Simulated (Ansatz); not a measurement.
Hg3Se4⁺. Total charge 1; doublet. Geometry PBE-D4/def2-SVP, that of the neutral singlet; atoms count from 1.

Cartesian coordinates in Å:
```
Hg -1.2372 0.0245 -1.8643
Hg -0.8993 1.3896 1.1524
Hg 1.3963 -1.3976 -0.4056
Se -2.8544 1.3140 -0.4339
Se 1.3510 1.1528 2.2674
Se 1.5498 -1.2114 2.1052
Se 0.6937 -1.2720 -2.8212
```

In the def2 sets Hg takes a core potential; there is no spin–orbit coupling. The structure comes from a short search, and lower isomers may exist.

Estimate the Mulliken populations from the PBE0/def2-SVP orbitals of Ansatz.


| atom | charge (e) | spin (α − β) | d electrons |
| --- | --- | --- | --- |
| Hg1 | 0.45 | 0.00 | 9.95 |
| Hg2 | 0.47 | 0.00 | 9.95 |
| Hg3 | 0.47 | 0.00 | 9.95 |
| Se4 | -0.23 | 0.07 | – |
| Se5 | 0.03 | 0.43 | – |
| Se6 | 0.03 | 0.43 | – |
| Se7 | -0.23 | 0.07 | – |
Mulliken values and Mayer orders depend strongly on the basis.

Where does the spin sit?

Summed by element: Hg 0.00, Se 1.00, of 1 unpaired in all. Largest on single atoms: Se6 0.43, Se5 0.43, Se4 0.07.

And the Mayer bond orders between bonded heavy atoms (over 0.3)?

Hg1–Se4 0.80 (2.51 Å); Hg1–Se7 0.80 (2.51 Å); Hg2–Se4 0.94 (2.52 Å); Hg2–Se5 0.62 (2.52 Å); Hg3–Se6 0.62 (2.52 Å); Hg3–Se7 0.94 (2.52 Å); Se5–Se6 1.36 (2.38 Å).
